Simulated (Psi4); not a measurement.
A dimer, CHN ··· H3O+ (SMILES C#N and [OH3+]) (charge +1); the first 3 atoms form monomer A.

```
7

C     -0.0265     0.0008     0.0000
N      1.1192    -0.0326     0.0000
H     -1.0927     0.0319     0.0000
O      4.0192     0.0414    -0.0264
H      4.4250    -0.1599     0.8440
H      4.4195    -0.4604    -0.7684
H      3.0387     0.0067    -0.0165
```

Problem. What interaction energy does SAPT0/jun-cc-pVDZ, frozen core in Psi4 1.11 give, and which attractive term is the largest?

Solution. Total -114.83 kJ/mol: electrostatics -94.24, exchange 27.91, induction -42.03, dispersion -6.47. The most attractive term is electrostatics.
